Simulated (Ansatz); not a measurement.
Geometry optimisation, RKS B3LYP-D4/def2-SVP (Ansatz 0.2.0).

The input (input.yaml):

```yaml
crystal:
  periodic: [false, false, false]
  atoms:
    - { symbol: F, position_ang: [-1.611, -1.6127, 1.6582] }
    - { symbol: B, position_ang: [-0.811, -0.7701, 0.798] }
    - { symbol: Si, position_ang: [1.0203, -1.2514, 0.5359] }
    - { symbol: Al, position_ang: [-1.4858, 0.9102, -0.1579] }
    - { symbol: As, position_ang: [-0.089, 2.2258, -1.5996] }
    - { symbol: H, position_ang: [1.33061, -2.49764, 1.31849] }
    - { symbol: H, position_ang: [1.93619, -0.20283, 0.98982] }
    - { symbol: H, position_ang: [1.31272, -1.55211, -0.88094] }
    - { symbol: H, position_ang: [-3.0855, 1.3319, 0.0813] }
    - { symbol: H, position_ang: [1.0425, 2.2353, -0.4787] }
    - { symbol: H, position_ang: [0.4569, 0.9543, -2.2667] }
basis:
  gaussian: { orbitals: def2-SVP }
hamiltonian:
  xc: b3lyp
  dispersion: d4
relax:
  f_tol: 0.015
  max_steps: 40
```

Launched with:

```bash
$ ansatz run input.yaml --threads 2 --pin off --max-ram 3072MiB --backend cpu --events-out ev --progress --plain --runs-dir out
```

Where does it end, and by what steps?

The run converged. The force dipped under the threshold on the way, but the program's further checks kept it going. After 36 steps the energy has fallen by 0.775 eV; H9 moved furthest, 1.81 Å.

| step | energy less start (eV) | largest force component (eV/Å) | accepted |
| --- | --- | --- | --- |
| 0 | 0.0000 | 2.650 | yes |
| 2 | -0.6253 | 0.448 | yes |
| 4 | -0.6362 | 0.046 | yes |
| 6 | -0.6380 | 0.035 | yes |
| 8 | -0.6417 | 0.057 | yes |
| 10 | -0.6564 | 0.140 | yes |
| 12 | -0.6807 | 0.125 | yes |
| 14 | -0.7016 | 0.392 | yes |
| 16 | -0.7415 | 0.224 | yes |
| 18 | -0.7576 | 0.172 | yes |
| 20 | -0.7659 | 0.142 | yes |
| 22 | -0.7687 | 0.102 | yes |
| 24 | -0.7708 | 0.052 | yes |
| 26 | -0.7725 | 0.040 | yes |
| 28 | -0.7725 | 0.161 | no |
| 30 | -0.7740 | 0.067 | yes |
| 32 | -0.7745 | 0.043 | yes |
| 34 | -0.7748 | 0.013 | yes |
| 36 | -0.7749 | 0.009 | yes |

```xyz
11
Properties=species:S:1:pos:R:3
F -1.688 -1.957 0.257
B -0.770 -1.004 0.437
Si 1.130 -1.604 0.948
Al -1.242 1.073 0.078
As -0.846 2.042 -2.144
H 1.188 -2.860 1.757
H 1.823 -0.513 1.703
H 1.908 -1.820 -0.315
H -1.840 2.040 1.192
H -0.041 3.196 -1.538
H 0.396 1.179 -2.378
```

Whether the end is a true minimum wasn't checked by a vibrational analysis.

Time of the run: 3 min on 2 threads of Arm Neoverse V1 (shared host), peak memory 0.34 GiB.
